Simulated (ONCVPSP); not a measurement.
**Ranking ONCV potentials for nitrogen (N)**

All share these settings but for the change named:

- Element: N
- Generator: ONCVPSP 4.0.1
- Type: optimised norm-conserving Vanderbilt (ONCV)
- Functional: PBE
- Relativity: scalar-relativistic
- Frozen core: [He]
- Valence charge: 5
- Reference configuration: 2s1 2p4
- Partial waves: 2s: rc 1.05 bohr, ncon 4, nbas 8, qcut 5.8 1/bohr, 2 projectors, debl 1.9 Ha; 2p: rc 1.30 bohr, ncon 4, nbas 8, qcut 11.2 1/bohr, 2 projectors, debl 3.2 Ha
- Local potential: polynomial inside 0.70 bohr (lpopt 5, dvloc0 0 Ha)
- Core correction: Teter function, fcfact 5.75, rcfact 1.6

Test errors are all-electron minus pseudo excitation energies from the reference, over 2s2 2p3; 2s2 2p2; 2s2 2p1; 2s2 2p0. None of these files shows a bound ghost.

The base gives 361.9 meV.

Of 5 variants that were run, those that failed, showed a ghost or another fault, or gave nearly equal values are left out.

(1) Rank these variants by their largest absolute test error, smallest first.
A. core correction Teter function, fcfact 5.75, rcfact 1.24
B. core correction Teter function, fcfact 5.75, rcfact 1.44
C. core correction Teter function, fcfact 5.75, rcfact 1.84
D. core correction Teter function, fcfact 5.75, rcfact 1.98

Answers

(1) D (126.0 meV), C (212.0 meV), B (468.0 meV), A (579.6 meV).
